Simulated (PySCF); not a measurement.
# Radial density of Ru²⁷⁺ (ruthenium, charge +27)

UHF, [Ne] 3s2 3p5, 2P determinant. Computed with PySCF 2.14 in an uncontracted even-tempered set (16 s from 3.4 bohr⁻², ratio 2.5; 11 p from 4.4 bohr⁻², ratio 2.5; 5 d from 21 bohr⁻², ratio 2.7; 4 f from 32 bohr⁻², ratio 2.7), with the non-relativistic Hamiltonian (point nucleus).

| r (bohr) | 4πr²ρ (e/bohr) | 4πr²(ρα − ρβ) |
| --- | --- | --- |
| 0.000720 | 0.3656 | 0.0000 |
| 0.00121 | 0.9906 | 0.0000 |
| 0.00204 | 2.606 | 0.0001 |
| 0.00343 | 6.526 | 0.0003 |
| 0.00576 | 15.04 | 0.0014 |
| 0.00970 | 30.16 | 0.0079 |
| 0.0163 | 48.18 | 0.0449 |
| 0.0274 | 54.63 | 0.2156 |
| 0.0461 | 47.26 | 0.7317 |
| 0.0776 | 59.32 | 1.2419 |
| 0.131 | 57.26 | 0.2516 |
| 0.220 | 22.84 | 1.2874 |
| 0.369 | 24.10 | 3.3295 |
| 0.621 | 2.856 | 0.3806 |
| 1.04 | 0.01512 | 0.0019 |

A non-relativistic calculation at this Z misses sizeable relativistic shifts. Spin-orbit coupling, absent here, splits the open shell strongly.
